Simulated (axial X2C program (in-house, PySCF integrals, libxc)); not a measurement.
Potential curves of MoSe, spin-free

Calculated with an in-house all-electron X2C program for linear molecules (integrals from PySCF). Spin-free means the one-electron spin-free X2C Hamiltonian. Basis: Mo dyall-cv3z [11s12p9d5f3g], Se dyall-cv3z [8s9p6d4f1g] (cores contracted in-house); Gaussian nuclei, density fitting, unrestricted open shells. Masses: Mo 97.905 u, Se 79.917 u.

State: M_S = 2, Λ = 1 (beyond evenly filled blocks: σα, π+α, δ+α, δ-α). Energies in eV from the fragments at the same level (Mo + Se). Fits are polynomials in 1 − R0/R over 0.85 to 1.23 times the lowest point R0.

| R (Å) | TPSSh | PBE0 |
| --- | --- | --- |
| 1.9975 | -2.2693 | -2.0002 |
| 2.0894 | -2.9265 | -2.6439 |
| 2.1582 | -3.1880 | -2.8988 |
| 2.2271 | -3.3069 | -3.0159 |
| 2.2960 | -3.3214 | -3.0345 |
| 2.3764 | -3.2474 | -2.9730 |
| 2.4567 | -3.1105 | -2.8554 |
| 2.5600 | -2.8836 | -2.6584 |
| 2.6863 | -2.5738 | -2.3859 |
| 2.8700 | -2.1219 | -1.9789 |

Occupations by symmetry block were frozen at the best pattern of an incomplete PBE0 search. Dissociation energies refer to the lowest single-determinant-based atoms at the same level and basis. The functionals have no current-density term, which raises determinants with orbital currents, atoms included. The determinant is spin-polarised beyond a pure state at some levels (its spin-free form has ⟨S²⟩ too high), which makes Re and μ there less reliable. Spin-free De lacks the spin–orbit lowering of the heavy p-block atom, a tenth of an eV or more for 4p and 5p, up to an eV for 6p and one to two eV for 7p atoms, less what an open-shell molecule gains itself.

(1) Fit the TPSSh curve near its minimum: give the equilibrium distance, the harmonic wavenumber and the well depth.

(2) What are Re, ωe and De at the PBE0 level?

Results:

(1) At TPSSh, spin-free: Re = 2.272 Å, ωe ≈ 328 cm⁻¹, De = 3.33 eV to Mo + Se; Be follows as 0.0742 cm⁻¹.

(2) At PBE0, spin-free: Re = 2.277 Å, ωe ≈ 311 cm⁻¹, De = 3.04 eV to Mo + Se; Be follows as 0.0739 cm⁻¹.
